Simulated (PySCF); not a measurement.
1-methylsulfanylbut-2-yne (C5H8S), SMILES CC#CCSC.

Geometry optimised at B3LYP-D3(BJ)/def2-SVP. The values are those of a single conformer.

Two levels are set side by side: PBE/def2-TZVP (PySCF) and HF/def2-TZVP (PySCF). Same geometry, gas phase. Differences are taken from unrounded values.

```json
[
 {"quantity": "orbital gap (eV)", "HF": "12.94"},
 {"quantity": "highest occupied level (eV)", "HF": "-9.24"},
 {"quantity": "lowest empty level (eV)", "HF": "3.71"},
 {"quantity": "dipole moment (D)", "HF": "1.39"},
 {"quantity": "mean polarisability (bohr³)", "HF": "77.7"}
]
```

Problem. What does PBE give, and how far is it from HF? (The exact figures need the calculation; the answer reports its results.)

Solution. 
| quantity | PBE | PBE minus HF |
|---|---|---|
| orbital gap (eV) | 4.65 | -8.30 |
| highest occupied level (eV) | -5.10 | 4.13 |
| lowest empty level (eV) | -0.46 | -4.16 |
| dipole moment (D) | 1.22 | -0.17 |
| mean polarisability (bohr³) | 84.5 | 6.8 |

PBE's occupied levels lie high since its potential decays too fast outside the molecule; exact exchange lowers them and widens the gap. PBE's more diffuse valence density responds more strongly to a field. Differences between two approximate levels are no errors against the true value.

Rough cost on one machine, each run with all the roots and properties that it gave: HF against PBE about 1/3.
